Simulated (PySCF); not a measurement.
A structure optimised at PBE0-D3(BJ)/def2-TZVP, used in a PySCF frequency run:

```
Cd
O 1 1.9701
H 2 0.9601 1 112.90
I 1 2.5721 3 162.84 2 180.00
```
Charge 0, spin multiplicity 1.

### Question
Write its SMILES, formula and point group.

### Answer
[OH][Cd][I], CdHIO, Cs

### Question
What are its rotational constants (standard atomic weights)?

### Answer
665.97, 0.88143, 0.88026 GHz
